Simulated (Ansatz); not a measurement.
**Abstraction of H: Te(CH3)2 + C2H8NSi → Te(CH2)(CH3) + C2H9NSi**

Species: Te(CH3)2 (dimethyl telluride), singlet; C2H8NSi `CN(C)[SiH2]`, doublet; Te(CH2)(CH3), doublet; C2H9NSi `CN(C)[SiH3]`, singlet. A radical takes H: the energy is the difference in strength between the C–H bond broken and the Si–H bond made.

Shapes, held fixed at every level: PBE0-D4/def2-TZVP. Flexible molecules stand in one conformer, not always the lowest. Programs: Ansatz 0.2.0. The zero-point and thermal change to 298 K, harmonic and unscaled (PBE0-D4/def2-TZVP), is -11.6 kJ/mol.

```tsv
level	kind	ΔH(298 K) (kJ/mol)	less CCSD/def2-SVP
MP2/def2-TZVPP	perturbation theory	+44.9	+6.0
PBE0-D4/def2-TZVPP	global hybrid	+41.1	+2.2
wB97M-V/def2-TZVPP	range-separated hybrid	+32.7	-6.2
wB97X-V/def2-TZVPP	range-separated hybrid	+32.0	-6.9
B2PLYP/def2-TZVPP	double hybrid	+34.5	-4.4
CCSD(T)/def2-SVP	coupled cluster or CI	+41.3	+2.4
CCSD/def2-SVP	coupled cluster or CI	+38.9	0.0
```

The highest level, CCSD/def2-SVP, gives ΔH(298 K) = +38.9 kJ/mol; the levels span +32.0 to +44.9. The column of differences is taken from that level and isn't an error. No measured value is set beside it here. Open shells run unrestricted. For atoms past krypton def2 sets carry core potentials with scalar relativity. Outer-core shells of Te are correlated in most correlated rows, in sets that cover them unevenly.
